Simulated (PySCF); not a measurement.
# How methods differ on the excitation energy of Hf

Hf [Xe] 4f14 5d2 6s2 (3F) → Hf [Xe] 4f14 5d2 6s1 6p1 (high-spin determinant), as a difference of total energies. All numbers are calculated (PySCF 2.14, scalar relativity by spin-free X2C-1e, in x2c-TZVPPall (11s7p7d3f1g, 97 functions)). Correlated levels: valence and next inner shell: [Kr] 4d10 4f14 frozen. The calculations carry no spin-orbit coupling.

| method | excitation energy (cm⁻¹) |
| --- | --- |
| UHF | 9731.4 |
| MP2 (valence and next inner shell) | 19205 |
| SCS-MP2 (valence and next inner shell) | 20777 |
| CCSD (valence and next inner shell) | 19028 |
| CCSD(T) (valence and next inner shell) | 19858 |

A first-order spin-orbit estimate (lowest level to lowest level, LS coupling) adds -0.156 eV.

The basis was made for the ground configuration and has no added diffuse functions, so the excitation energy can come out too high.

The determinant of the upper state mixes LS terms, which raises its energy above the lowest term, most at the Hartree-Fock and MP2 levels.
